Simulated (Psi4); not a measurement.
A dimer, HCl ··· C6F6 (SMILES Cl and Fc1c(F)c(F)c(F)c(F)c1F), singlet; the first 2 atoms form monomer A.

```
14

Cl     0.6410     0.0000     0.0000
H     -0.6410     0.0000     0.0000
F      3.5775     2.1855    -0.8231
C      3.3981     0.9947    -0.2553
C      3.3907    -0.1531    -1.0361
F      3.5635    -0.0645    -2.3531
C      3.2030    -1.3945    -0.4439
F      3.1957    -2.4948    -1.1933
C      3.0230    -1.4886     0.9294
F      2.8437    -2.6794     1.4970
C      3.0305    -0.3407     1.7101
F      2.8576    -0.4296     3.0270
C      3.2181     0.9007     1.1179
F      3.2255     2.0011     1.8673
```

What interaction energy does SAPT0/jun-cc-pVDZ, frozen core (Psi4) give, and which attractive term is the largest?

Total 38.56 kJ/mol: electrostatics -46.98, exchange 130.85, induction -9.37, dispersion -35.94. The most attractive term is electrostatics.
